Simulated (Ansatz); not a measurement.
ClGe2H4 (`[Cl][GeH][GeH3]`) radical. Total charge 0; spin multiplicity 2. The geometry is a stationary point of PBE0-D4/def2-TZVP.

```xyz
7

Cl   -2.684    0.526    0.550
Ge   -0.607    1.138    0.663
Ge    0.742   -0.733   -0.136
H    -0.525    2.418   -0.211
H     0.507   -1.924    0.799
H     0.346   -1.106   -1.574
H     2.221   -0.319   -0.091
```

Q: What is the dipole moment at r2SCAN/def2-TZVPP? (An estimate is asked.)

A: Computed: 1.97 D, with components (1.96, 0.01, -0.15) D in this frame, pointing from negative to positive charge.

Q: And with PBE, B3LYP, ωB97M-V? (Best estimate.)

A: Computed: PBE 1.84 D, B3LYP 1.99 D, ωB97M-V 2.08 D.

Q: Give the Mulliken charges with r2SCAN, B3LYP, PBE in def2-TZVPP. (Best estimate.)

A: Ansatz gave: 
```tsv
atom	r2SCAN	B3LYP	PBE
Cl1	-0.31	-0.30	-0.28
Ge2	0.23	0.24	0.22
Ge3	0.07	0.03	0.03
H4	0.00	0.00	0.00
H5	0.01	0.01	0.01
H6	0.01	0.01	0.01
H7	0.00	0.00	0.00
```

B3LYP here is the variant with VWN-RPA as its local correlation; programs differ in this.
